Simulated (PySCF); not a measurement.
Species: C5H9BNP.
Bonds: P1–B2, B2–C3, C3–C4 (aromatic), C4–C5 (aromatic), C5–C6 (aromatic), C6–C7 (aromatic), C7–N8 (aromatic), C3–N8 (aromatic). Hydrogens: H9, H10, H11 on P1; H12, H13 on B2; H14 on C4; H15 on C5; H16 on C6; H17 on C7.

Theory: TDDFT CAM-B3LYP/def2-SVPD, vertical, gas phase, core orbitals frozen in the response in PySCF. One conformer (not necessarily the lowest) at the PBE0-D3(BJ)/def2-SVP geometry, without solvent, vibrations or thermal averaging. Torsions of this conformer, `[PH3+:1][BH2-:2][c:3]1[cH:4][cH:5][cH:6][cH:7][n:8]1`: P1–B2–C3–C4 180°.

| state | E (eV) | E (kJ/mol) | λ (nm) | f | symmetry | main configurations (H = HOMO, L = LUMO) |
| --- | --- | --- | --- | --- | --- | --- |
| S1 | 5.14 | 496 | 241.4 | 0.0028 | A″ | H-1→L (97%) |
| S2 | 5.37 | 519 | 230.7 | 0.063 | A′ | H→L (82%), H-2→L+1 (16%) |
| S3 | 5.52 | 532 | 224.7 | 0.0007 | – | H-1→L+1 (98%) |
| S4 | 6.14 | 593 | 201.8 | 0.109 | A′ | H→L+1 (80%), H-2→L (17%) |
| S5 | 6.74 | 650 | 184.1 | 0.0057 | A″ | H→L+2 (79%), H→L+3 (11%) |
| S6 | 6.75 | 651 | 183.7 | 0.012 | A′ | H-1→L+2 (87%) |
| S7 | 7.06 | 681 | 175.6 | 0.0024 | A″ | H→L+3 (72%), H→L+2 (13%) |
| S8 | 7.11 | 686 | 174.4 | 0.0000 | – | H-5→L (90%) |
| S9 | 7.14 | 689 | 173.6 | 0.171 | A′ | H-2→L+1 (42%), H-2→L (17%) |
| S10 | 7.21 | 696 | 171.9 | 0.673 | A′ | H-2→L (56%), H-2→L+1 (19%), H→L+1 (11%) |

Triplets (Tamm–Dancoff): T1 4.15 eV, H→L+1 (64%), H-2→L (19%), H→L (10%); T2 4.37 eV, H→L (84%), H→L+1 (11%); T3 4.53 eV, H-1→L (92%); T4 4.99 eV, H-2→L (76%), H→L+1 (19%).

The lowest singlet comes at 241 nm (496 kJ/mol) in the ultraviolet; it is very weak; its leading configuration is HOMO-1→LUMO (97%). The strongest level in the table is S10 at 7.21 eV (172 nm, f = 0.673). It is the last of those listed, so stronger ones may follow. Löwdin shares by element: HOMO carbon 67% or more (atoms not listed hold the other 33%); LUMO carbon 51% or more, nitrogen 20% (atoms not listed hold the other 29%). The listed states span 2.08 eV, and the widest gap between neighbours is 0.63 eV (S3 to S4). Weighted by f, the mean energy of these states is 6.96 eV. Of the 10 states listed, 5 reach f = 0.01 and 1 stays under 0.0005. The vertical ionisation energy (ΔSCF) is 8.77 eV, 1.56 eV above S10. Symmetry labels in Cs follow from the direction of the transition dipole and are given only for states with f of 0.002 or more. The window holds the lowest 10 singlets.

The run took 4.8 min wall on an Arm Neoverse V2 with one thread, no GPU (shared host), and the process peaked at 1.4 GiB of memory.
